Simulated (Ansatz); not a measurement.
Input for Ansatz (a quantum-chemistry and plane-wave program): R-BHLYP/def2-TZVPPD on AlBClH5O (SMILES B[O][AlH2-][ClH+]). The basis file is the Basis Set Exchange's JSON of that set.

Ansatz 0.2 input:
```yaml
crystal:
  periodic: [false, false, false]
  atoms:
    - {symbol: Al, position_ang: [0.96101972, 0.55007160, -1.01437142]}
    - {symbol: O, position_ang: [-0.71076995, 0.28213178, -0.60027314]}
    - {symbol: B, position_ang: [-1.54629021, -0.20239994, 0.29373975]}
    - {symbol: H, position_ang: [1.47929965, 2.01488204, -0.78225313]}
    - {symbol: H, position_ang: [1.56356844, -0.46782782, -2.04828922]}
    - {symbol: H, position_ang: [-1.11070590, -0.71563653, 1.32874240]}
    - {symbol: H, position_ang: [-2.73488143, -0.17768698, 0.16606892]}
    - {symbol: Cl, position_ang: [1.69657283, -0.56118159, 1.21361997]}
    - {symbol: H, position_ang: [0.40208685, -0.72235256, 1.44301587]}
basis:
  gaussian:
    orbitals: def2-TZVPPD.json
hamiltonian:
  xc: {name: BHLYP}
scf: {lower_state_search: off}
```

The log:

```
WARN ansatz: RAYON_NUM_THREADS=4 ignored (pool sized by the plan → 4); use --threads N
Functional definition: BHLYP
these checks for a lower state are left out or cut short: stability, starts, cluster_reference, orbital_swaps, neighbouring_geometries, increment
integrals: 0.22 GiB planned
1398 factors; their error is unknown
mean field: 1.83 GiB planned
mean field evaluation 1: about -21922.7150 eV, gradient 5.0e1 eV
mean field evaluation 2: about -21918.8231 eV, gradient 6.9e1 eV
mean field evaluation 4: about -21927.0340 eV, gradient 1.3e0 eV
mean field evaluation 8: about -21927.1709 eV, gradient 3.3e-1 eV
mean field evaluation 16: about -21927.1710 eV, gradient 8.9e-6 eV
mean field -21927.17104142 eV, -805.8086730017 hartree, gradient 2.8e-6 eV, S^2 0.000000; 0 other end points of the search recorded, 0 dependent functions left out
reference -21927.17125524 eV, -805.8086808594 hartree; 24, 24 occupied and 237, 237 virtual orbitals, 1398 factors
Total energy: -21927.17125524 eV, -805.8086808594 hartree
Checks for a lower state left out: stability, starts, cluster_reference, orbital_swaps, neighbouring_geometries, increment
```

The calculation finished and met its thresholds.

Cost: very roughly 5 core-seconds.
